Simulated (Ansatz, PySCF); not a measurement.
System: sum formula BN3H5 (charge 0, doublet). It need not be the lowest isomer of its formula. 
Geometry from a B3LYP-D3(BJ)/def2-TZVP (Ansatz, a program for electronic structure) optimisation:
```
B
N 1 1.4179
H 2 1.0044 1 124.35
H 2 1.0044 3 114.33 1 -173.03
N 1 1.4249 2 121.94 3 10.77
H 5 1.0045 1 121.87 2 177.77
H 5 1.0060 6 113.02 1 163.12
N 1 1.4646 2 117.00 3 -171.95
H 8 1.0218 1 113.25 2 135.69
```
Charge 0, spin multiplicity 2.

Wanted: atomisation energy (electronic, to ground-state atoms), in eV. Cores are frozen in the correlated levels unless marked. UHF or UKS for open shells. Spin-orbit coupling is left out. Non-relativistic unless marked X2C. The coupled-cluster limit lacks core correlation, which all-electron functionals hold. CBS marks a two-point X^-3 extrapolation of the correlation energy; Hartree-Fock from the larger set. [CCSD(T)-MP2]/basis is that difference in the basis named.

```json
[
 {"level": "HF/cc-pVTZ", "program": "Ansatz", "atomisation energy (eV)": "23.33"},
 {"level": "HF-D3(BJ)/def2-TZVPD", "program": "PySCF + dftd3", "atomisation energy (eV)": "24.48"}
]
```

Estimate the value at RI-MP2/CBS(aug-cc-pVTZ,aug-cc-pVQZ)+[CCSD(T)-MP2]/aug-cc-pVTZ as computed with Ansatz.

34.00 eV, so HF-D3(BJ)/def2-TZVPD differs from it by -9.52 eV.
